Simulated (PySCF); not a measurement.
Run record: geometry optimisation, `[SeH][SiH2]N([SiH3])[SiH3]`.

Method: PBE0-D3(BJ)/def2-SVP geometry optimisation, gas phase (PySCF 2.14.0). Start geometry: GFN2-xTB. The input is one job of a driver script: a line of settings, then coordinates in Å.

Input:
```
{"job": {"xc": "PBE0", "basis": "def2-SVP", "d3": "d3bj", "grid": 1, "maxiter": 30, "shake": 0.01, "kind": "geom"}, "charge": 0, "multiplicity": 1}
Si    -1.580550    -1.258980     0.314760
N     -0.336250    -0.038940     0.297850
Si    -0.736930     1.641580     0.624210
Si     1.287500    -0.539140    -0.161450
Se     2.763740     0.959560     0.618510
H     -2.632330    -0.767400     1.234520
H     -2.109560    -1.375320    -1.050830
H     -0.994750    -2.487920     0.749130
H     -2.061480     1.891040     0.131010
H     -0.659750     1.837540     2.092100
H      0.250330     2.476640    -0.057060
H      1.391950    -0.603650    -1.608900
H      1.546520    -1.812310     0.453930
H      3.864420     0.062220     0.634510
```

Output:
```
step   0  E = -3328.94061615  max force = 0.028491
step   1  E = -3328.94980116  max force = 0.009763
step   2  E = -3328.95066888  max force = 0.001506
step   3  E = -3328.95077968  max force = 0.000935
step   4  E = -3328.95091257  max force = 0.001883
step   5  E = -3328.95111214  max force = 0.001962
step   6  E = -3328.95138739  max force = 0.001609
step   7  E = -3328.95205596  max force = 0.005951
step   8  E = -3328.95284088  max force = 0.003445
step   9  E = -3328.95438914  max force = 0.004110
step  10  E = -3328.95511125  max force = 0.004061
step  11  E = -3328.95585180  max force = 0.004555
step  12  E = -3328.95619720  max force = 0.003047
step  13  E = -3328.95632299  max force = 0.001490
step  14  E = -3328.95649282  max force = 0.000639
step  15  E = -3328.95651589  max force = 0.000404
step  16  E = -3328.95657282  max force = 0.000448
step  17  E = -3328.95660519  max force = 0.000534
step  18  E = -3328.95664345  max force = 0.000439
step  19  E = -3328.95665009  max force = 0.000327
optimisation converged
```

Energies in Eh; «max force» is the largest Cartesian gradient component in Eh/bohr.

Problem. Give the first gradient maximum in eV/Å.

Solution. With 1 Eh/bohr = 51.422 eV/Å, 1.465 eV/Å.

Summary of the converged run: final energy -3328.95665 Eh after 19 steps; dipole 0.91 D.

Problem. Give the final coordinates.

Solution. 0.683 Å rms from the input after alignment:
```
atom  x, y, z in Å
Si1   -1.8394   -0.9954    0.5494
N2    -0.4616    0.0267    0.1707
Si3   -0.6026    1.7616    0.4662
Si4    1.0195   -0.5814   -0.5211
Se5    2.8249    0.3738    0.5002
H6    -2.3654   -0.6526    1.9061
H7    -2.9507   -0.8197   -0.4351
H8    -1.3933   -2.4194    0.5296
H9    -2.0600    2.0949    0.4236
H10   -0.0663    2.1535    1.8027
H11    0.1154    2.5180   -0.6007
H12    1.2086   -0.1837   -1.9475
H13    1.0229   -2.0660   -0.3947
H14    2.4732   -0.1888    1.8144
```

On Intel Xeon 6975P-C, one thread, on a shared host, this took 2.4 min and 0.58 GiB of memory at its peak.
Labels such as C1 count atoms from 1, the log's own numbers from 0.
